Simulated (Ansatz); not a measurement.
`[SiH3]C#C[SiH2]Cl` + `C=C[Si](N)(Cl)OC` → `C=C[Si](N)(Cl)O[SiH3]` + `CC#C[SiH2]Cl`  (redistribution)

Isolated molecules relaxed with PBE0-D4/def2-TZVP in Ansatz; ΔE leaves out vibrations. CCSD(T)/CBS adds triple-zeta CCSD(T) − MP2 to the extrapolated MP2 energy (def2 sets, frozen cores). This one scheme is used for every species. Functionals use def2-TZVPP. B3LYP here is the variant with VWN-RPA as its local correlation; programs differ in this. One conformer a species, not always the lowest.

Is it downhill or uphill in electronic energy at CCSD(T)/CBS, and by how much? (An estimate is asked.)

Computed: Downhill: ΔE = -1.58 eV.

What do these levels give: PBE-D4, PBE0-D4, B2PLYP, PBE, r2SCAN, B3LYP, SCS-MP2/def2-TZVPP, CCSD/def2-TZVPP, CCSD(T)/def2-TZVPP, HF/def2-QZVPP, SCS-MP2/def2-QZVPP, CCSD/CBS(def2)? (Best estimate.)

Computed: PBE-D4 -1.50, PBE0-D4 -1.58, B2PLYP -1.59, PBE -1.49, r2SCAN -1.60, B3LYP -1.58, SCS-MP2/def2-TZVPP -1.59, CCSD/def2-TZVPP -1.59, CCSD(T)/def2-TZVPP -1.56, HF/def2-QZVPP -1.72, SCS-MP2/def2-QZVPP -1.62, CCSD/CBS(def2) -1.62 eV.

Largest T1 diagnostic among the species: 0.012.

In def2-TZVPP, CCSD(T) changes the Hartree–Fock value by +0.14 eV (the triples alone add +0.03 eV) and MP2 by +0.08 eV. From PBE to PBE0 (25 % exact exchange), in def2-TZVPP and without D4, ΔE moves by −0.08 eV.
